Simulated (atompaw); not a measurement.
# Scattering properties, PAW (atompaw) potential for Cr

```json
{"Element": "Cr", "Generator": "atompaw 4.2.0.5", "Type": "PAW", "Functional": "PBE", "Relativity": "scalar-relativistic", "Frozen core": "[Ne] 3s2", "Valence charge": "12", "Reference configuration": "3p6 3d5 4s1 4p0", "Partial waves": "4s (bound); 4s channel at 1.15 Ry; 3p (bound); 4p (bound, empty); 3d (bound); 3d channel at 0.1 Ry", "Local potential": "troulliermartins scheme with l = 3 at 1 Ry, radius 2.80 bohr", "Core correction": "smooth core density matched at 2.50 bohr", "Augmentation charge": "gaussian compensation charge, radius 2.85 bohr; PAW radius 3.00 bohr; waves and projectors: bloechl"}
```

The phase is arctan(r·u′/u) with u = r·R(r), unwrapped; energies in Ry, scanned from -5 to 5 Ry. A pole is an energy at which the radial function vanishes at the test radius. The pseudo phase is shifted by a multiple of π to meet the all-electron one at the reference energy, and phase errors are pseudo minus all-electron; the curves can meet again beyond the range given. Levels narrower than the energy grid can be missing from the lists of poles.

Question: For each channel, where are the poles, and over which energies does the pseudopotential scatter like the atom?

Answer:

```json
{"channel": "s", "radius (bohr)": "3.01", "reference energy (Ry)": "-0.29", "poles, all-electron": "1.03", "poles, pseudo": "1.03, 3.46", "unbroken range about the reference energy with phases within 0.05 rad": "below 2.8", "phase error 1 Ry above the reference energy (rad)": "-0.000"}
{"channel": "p", "radius (bohr)": "3.01", "reference energy (Ry)": "-0.07", "poles, all-electron": "-3.34, 1.82", "poles, pseudo": "-3.34, 1.92", "unbroken range about the reference energy with phases within 0.05 rad": "below 3.1", "phase error 1 Ry above the reference energy (rad)": "+0.008"}
{"channel": "d", "radius (bohr)": "3.01", "reference energy (Ry)": "-0.21", "poles, all-electron": "-0.09, 3.23", "poles, pseudo": "-0.09, 3.61", "unbroken range about the reference energy with phases within 0.05 rad": "below 1.2", "phase error 1 Ry above the reference energy (rad)": "+0.004"}
```

Phases in the s channel:

| E (Ry) | all-electron | pseudo |
| --- | --- | --- |
| -5.00 | 1.413 | 1.412 |
| -4.76 | 1.408 | 1.407 |
| -4.52 | 1.403 | 1.402 |
| -4.28 | 1.397 | 1.396 |
| -4.04 | 1.391 | 1.390 |
| -3.80 | 1.384 | 1.383 |
| -3.56 | 1.376 | 1.376 |
| -3.32 | 1.367 | 1.367 |
| -3.08 | 1.357 | 1.357 |
| -2.84 | 1.346 | 1.345 |
| -2.60 | 1.332 | 1.332 |
| -2.36 | 1.316 | 1.315 |
| -2.12 | 1.295 | 1.295 |
| -1.88 | 1.270 | 1.269 |
| -1.64 | 1.236 | 1.235 |
| -1.40 | 1.188 | 1.188 |
| -1.16 | 1.117 | 1.117 |
| -0.92 | 0.999 | 0.999 |
| -0.68 | 0.768 | 0.768 |
| -0.44 | 0.246 | 0.246 |
| -0.20 | -0.588 | -0.588 |
| 0.04 | -1.093 | -1.093 |
| 0.28 | -1.317 | -1.317 |
| 0.52 | -1.436 | -1.436 |
| 0.76 | -1.511 | -1.511 |
| 1.00 | -1.564 | -1.564 |
| 1.24 | -1.607 | -1.607 |
| 1.48 | -1.644 | -1.644 |
| 1.72 | -1.680 | -1.680 |
| 1.96 | -1.716 | -1.718 |
| 2.20 | -1.757 | -1.761 |
| 2.44 | -1.807 | -1.816 |
| 2.68 | -1.873 | -1.900 |
| 2.92 | -1.969 | -2.071 |
| 3.16 | -2.131 | -2.845 |
| 3.40 | -2.445 | -4.577 |
| 3.64 | -3.068 | -4.968 |
| 3.88 | -3.764 | -5.343 |
| 4.12 | -4.142 | -6.109 |
| 4.36 | -4.328 | -6.960 |
| 4.60 | -4.434 | -7.335 |
| 4.84 | -4.501 | -7.504 |
